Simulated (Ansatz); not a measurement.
CH₇BSi₂ (`[SiH3][SiH]1BC1`) at its PBE0-D4/def2-TZVP geometry, where that method's forces vanish. Charge 0, multiplicity 1.

```json
{"atom": "Si1", "x (Å)": "1.765", "y (Å)": "0.244", "z (Å)": "0.786"}
{"atom": "Si2", "x (Å)": "0.090", "y (Å)": "-0.781", "z (Å)": "-0.452"}
{"atom": "B3", "x (Å)": "-1.280", "y (Å)": "0.039", "z (Å)": "-1.511"}
{"atom": "C4", "x (Å)": "-1.571", "y (Å)": "0.337", "z (Å)": "-0.080"}
{"atom": "H5", "x (Å)": "1.518", "y (Å)": "1.711", "z (Å)": "0.766"}
{"atom": "H6", "x (Å)": "3.097", "y (Å)": "-0.037", "z (Å)": "0.189"}
{"atom": "H7", "x (Å)": "1.772", "y (Å)": "-0.226", "z (Å)": "2.197"}
{"atom": "H8", "x (Å)": "0.094", "y (Å)": "-2.268", "z (Å)": "-0.337"}
{"atom": "H9", "x (Å)": "-1.964", "y (Å)": "-0.225", "z (Å)": "-2.445"}
{"atom": "H10", "x (Å)": "-0.976", "y (Å)": "1.036", "z (Å)": "0.511"}
{"atom": "H11", "x (Å)": "-2.545", "y (Å)": "0.170", "z (Å)": "0.375"}
```

Question: For each bond, give half the difference of the two atoms' forces along it (eV/Å; positive pushes the atoms apart) under PBE-D4, r2SCAN-D4, B3LYP-D4, ωB97M-V in def2-TZVPP. (Estimate.)

Answer: Computed: 
| bond | length (Å) | PBE-D4 | r2SCAN-D4 | B3LYP-D4 | ωB97M-V |
| --- | --- | --- | --- | --- | --- |
| Si1–Si2 | 2.321 | -0.11 | -0.03 | 0.10 | 0.09 |
| Si1–H5 | 1.488 | 0.10 | -0.01 | -0.07 | -0.11 |
| Si1–H6 | 1.487 | 0.10 | -0.02 | -0.07 | -0.11 |
| Si1–H7 | 1.488 | 0.08 | -0.01 | -0.07 | -0.11 |
| Si2–B3 | 1.916 | 0.11 | 0.09 | 0.12 | 0.04 |
| Si2–C4 | 2.036 | 0.14 | 0.06 | 0.20 | 0.06 |
| Si2–H8 | 1.491 | 0.08 | -0.01 | -0.14 | -0.13 |
| B3–C4 | 1.489 | 0.03 | 0.05 | 0.09 | 0.07 |
| B3–H9 | 1.187 | 0.02 | -0.08 | -0.12 | -0.12 |
| C4–H10 | 1.091 | 0.13 | -0.05 | -0.10 | -0.04 |
| C4–H11 | 1.089 | 0.10 | 0.01 | -0.08 | -0.10 |

B3LYP here is the variant with VWN-RPA as its local correlation; programs differ in this.
